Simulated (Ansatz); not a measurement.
CH3BFNO can be A, `C=NB(O)F`, or B, `OC1(F)BN1`.

Isolated molecules relaxed with PBE0-D4/def2-TZVP in Ansatz; ΔE leaves out vibrations. CCSD(T)/CBS is the MP2 limit (def2-TZVPP, def2-QZVPP) plus CCSD(T) − MP2 in def2-TZVPP, frozen cores. Functionals use def2-TZVPP. B3LYP here is the variant with VWN-RPA as its local correlation; programs differ in this. One conformer a species, not always the lowest.

Problem. Which isomer does CCSD(T)/CBS put lower? Give the gap. (An estimate is asked.)

Solution. Computed: A, by 389.6 kJ/mol.

Problem. Give E(B) − E(A) in kJ/mol with B3LYP, r2SCAN-D4, B2PLYP, B3LYP-D4, CCSD/def2-TZVPP, PBE0-D4, MP2/def2-TZVPP. (Best estimate.)

Solution. Computed: B3LYP 390.5, r2SCAN-D4 375.6, B2PLYP 394.6, B3LYP-D4 390.3, CCSD/def2-TZVPP 397.1, PBE0-D4 362.4, MP2/def2-TZVPP 393.2. None reverses the order clearly.

Problem. Does the order hold for the free energy at 298.15 K (harmonic terms from PBE0-D4)? (Best estimate.)

Solution. Ansatz gave: Yes: G(B) − G(A) = +387.2 kJ/mol, for one conformer each.

Largest T1 diagnostic: 0.013.

From BLYP to BHLYP (50 % exact exchange), in def2-TZVPP and without D4, E(B) − E(A) moves by +9.4 kJ/mol. At CCSD(T), def2-SVP lies +3.4 kJ/mol from the extrapolated value and def2-TZVPP +3.9 kJ/mol.
